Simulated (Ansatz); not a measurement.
CCl₂Se (`ClC(Cl)=[Se]`), relaxed with RKS PBE-D4/def2-SVP in the Gaussian-basis code of Ansatz from a rough embedded geometry. The force threshold is 0.03 eV/Å; the program also tests the step.

Total charge 0; spin multiplicity 1.

Start:

```xyz
4

Cl    1.143   -0.212    1.402
C     0.020    0.007   -0.002
Cl   -1.586    0.730    0.233
Se    0.424   -0.526   -1.632
```

(1) How much energy does the relaxation release, and in how many steps? (Estimate.)

(2) Which bonds change most? (Estimate.)

(3) Give the relaxed structure. (Best estimate.)

## Answers

(1) Ansatz gave: 21.55 kJ/mol, in 5 steps, 1 of them rejected.

(2) The calculation gave: Cl1–C2 from 1.812 to 1.740 Å; C2–Cl3 from 1.777 to 1.739 Å; C2–Se4 from 1.762 to 1.766 Å.

(3) The calculation gave: 
```xyz
4

Cl    1.023   -0.166    1.363
C     0.013   -0.015   -0.045
Cl   -1.511    0.729    0.346
Se    0.475   -0.548   -1.664
```
